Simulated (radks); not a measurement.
Excited configurations of Rb: one electron is placed in a higher orbital outside [Kr]. The ground configuration is [Kr] 5s1. All-electron calculation, scalar-relativistic Kohn-Sham, r2SCAN, spin-polarised, spherical densities, finite nucleus; open shells are filled with parallel spins first (spin-orbit coupling, left out, can overturn this in heavy ions); meta-GGA in the generalised Kohn-Sham scheme; Fermi nuclear charge, rms radius 4.2036 fm. Program: a radial shooting solver on a logarithmic mesh with Libxc functionals. Excitation = E - E(ground); binding = E(ion) - E, where the ion is the core of charge +1; n* = 1/sqrt(2 binding) in atomic units, and the quantum defect is n - n*.

outer orbital  excitation (eV)  binding (eV)     n*  quantum defect  eigenvalue (eV)  <r> (bohr)
5p                       1.541         2.548  2.311           2.689           -1.446       7.308
5d                       2.945         1.145  3.447           1.553           -0.584       15.64
6p                       2.787         1.303  3.232           2.768           -0.800       15.54
7d                       3.574         0.516  5.135           1.865           -0.325       40.29
7f                       3.770         0.320  6.519           0.481           -0.208       65.06

Estimate the row for 6d.

Answer. excitation (eV) 3.343; binding (eV) 0.747; n* 4.267; quantum defect 1.733; eigenvalue (eV) -0.440; <r> (bohr) 26.37. The Delta-SCF ionisation energy is 4.090 eV (NIST Atomic Spectra Database: 4.177 eV, measured). Self-interaction in the functional shifts the binding energies and quantum defects, so they are the method's values and not measured ones.
